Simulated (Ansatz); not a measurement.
Reaction (atomization): `C[NH][GeH]([F])[O]C` → 2 C• + F• + Ge• + 8 H• + N• + O•

Calculated with Ansatz (gas phase, PBE0-D4/def2-TZVP geometries, no zero-point term in ΔE). CCSD(T)/CBS is the MP2 limit (def2-TZVPP, def2-QZVPP) plus CCSD(T) − MP2 in def2-TZVPP, frozen cores. This one scheme is used for every species, atoms too. Functionals use def2-TZVPP. No spin–orbit coupling; open shells (•) take unrestricted orbitals. Spin–orbit coupling would lower the free atoms: a little for C, F, O; clearly for Ge. Bonds to Ge are less sure, by a few kJ/mol each and by 10 to 20 or more in all where they break to atoms, as the def2 sets lack core-valence functions. Scalar relativity is left out up to krypton. One conformer a species, not always the lowest.

`C[NH][GeH]([F])[O]C`:

```xyz
14

C     2.024    1.709   -0.358
N     0.857    0.940   -0.738
Ge   -0.081   -0.027    0.447
F     0.779   -1.434    1.035
O    -1.441   -0.668   -0.461
C    -2.233   -1.699    0.091
H     2.180    2.534   -1.058
H     2.948    1.120   -0.309
H     1.868    2.156    0.628
H     0.911    0.539   -1.662
H    -0.437    0.761    1.710
H    -2.970   -1.987   -0.661
H    -1.635   -2.579    0.349
H    -2.770   -1.366    0.987
```

```
             level  ΔE (kcal/mol)
            PBE-D4         1241.0
            r2SCAN         1217.1
SCS-MP2/def2-TZVPP         1207.8
    MP2/def2-QZVPP         1230.1
```

Q: What does CCSD(T)/CBS give? (Best estimate.)

A: Computed: +1223.0 kcal/mol. The listed levels differ from it by 18.0, -5.9, -15.2, 7.1 kcal/mol.

Largest T1 diagnostic among the species: 0.011.

In def2-TZVPP, CCSD(T) changes the Hartree–Fock value by +328.0 kcal/mol (the triples alone add +18.3 kcal/mol) and MP2 by +347.6 kcal/mol; breaking electron pairs costs correlation energy, which Hartree–Fock lacks. From PBE to PBE0 (25 % exact exchange), in def2-TZVPP and without D4, ΔE moves by −24.6 kcal/mol: exact exchange takes away binding that semilocal exchange gives to molecules.

For atomizations the MP2-based limit and the directly extrapolated one differ by several kJ/mol either way, and by 10 to 25 for some Ge, Se and Sn compounds, so smaller differences from it don't rank the levels.
